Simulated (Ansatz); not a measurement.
A series at Nb: from `[OH][Nb]([OH])([OH])([F])[F]`, ligands are replaced one by one, each step taking up H–F and setting free H₂O; n counts the steps. Ansatz, PBE0-D4/def2-TZVP geometries. Each molecule was computed in one conformer, which needn't be the lowest.

```json
{"n": "0", "molecule": "`[OH][Nb]([OH])([OH])([F])[F]`", "HOMO energy, ωB97M-V/def2-TZVPP (eV)": "-11.99"}
{"n": "1", "molecule": "`[OH][Nb]([OH])([F])([F])[F]`", "HOMO energy, ωB97M-V/def2-TZVPP (eV)": "-12.68"}
{"n": "2", "molecule": "`[OH][Nb]([F])([F])([F])[F]`", "HOMO energy, ωB97M-V/def2-TZVPP (eV)": "?"}
{"n": "3", "molecule": "`[F][Nb]([F])([F])([F])[F]`", "HOMO energy, ωB97M-V/def2-TZVPP (eV)": "-14.78"}
```

Question: By hand: fit a straight line y = ȳ + b (n − n̄) to the 3 given rows and predict n = 2.

Answer: n̄ = 1.333, ȳ = -13.150; Σ(n − n̄)(y − ȳ) = -4.420, Σ(n − n̄)² = 4.667, so b = -0.947 eV a step. Prediction: -13.150 + (-0.947) × (0.667) = -13.78 eV.

Question: By hand: compare with the computed value, -13.15 eV, and give the steps along the whole series.

Answer: The line misses by 0.63 eV (computed minus predicted). Steps: -0.69, -0.47, -1.63 eV.

The steps differ by up to 1.16 eV without a steady trend. The highest orbital can change its character along such a series. The miss is 22.6 % of the series' range.
